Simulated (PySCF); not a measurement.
Vertical excitations of a molecule CH4Cl2GeO from TDA-PBE/def2-SVPD run with PySCF, as energy in eV (oscillator strength): 5.79 (0.000), 6.13 (0.034), 6.19 (0.062), 6.41 (0.035), 6.48 (0.044), 7.07 (0.018), 7.23 (0.003), 7.28 (0.029), 7.45 (0.018), 7.56 (0.028). Lowest triplet (TDA): 5.48 eV. The structure is a stationary point at B3LYP-D3(BJ)/def2-SVP. One conformer was computed; it need not be the lowest.

### Question
Which molecule gave these data?
A) O[CH2][GeH]([Cl])[Cl]
B) [CH3][Ge]([OH])([Cl])[Cl]
C) C[O][GeH]([Cl])[Cl]

### Answer
B, [CH3][Ge]([OH])([Cl])[Cl]
